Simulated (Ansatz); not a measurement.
Ca₄Se₃⁺. Total charge 1; doublet. Geometry PBE-D4/def2-SVP, basis def2-SVP, Ansatz.

```xyz
7

Ca   -2.524   -0.370    0.464
Ca   -1.674    3.606    2.430
Ca    1.061    0.447   -0.358
Ca    1.759   -2.961   -1.298
Se   -0.510   -1.963   -0.091
Se    3.168   -0.793   -1.443
Se   -1.281    2.033    0.298
```

```csv
run,HOMO (eV),LUMO (eV)
A,-7.14,-4.97
B,-6.48,-5.78
C,-7.07,-5.16
D,-6.55,-5.27
```

Another isomer (doublet) lies 1.64 eV lower at PBE0-D4/def2-SVP; other spin states weren't run for this one.

HOMO and LUMO are taken over both spins.

The runs used PBE, PBE0, r2SCAN, r2SCAN0. Estimate which is which.

A r2SCAN0 (25 % exact exchange); B PBE (0 % exact exchange); C PBE0 (25 % exact exchange); D r2SCAN (0 % exact exchange). Exact exchange lowers occupied and raises empty levels; among semilocal functionals meta-GGAs tend to open the gap a little, and such runs are hard to tell apart. The gap grows from 0.70 eV (PBE) to 2.17 eV (r2SCAN0).
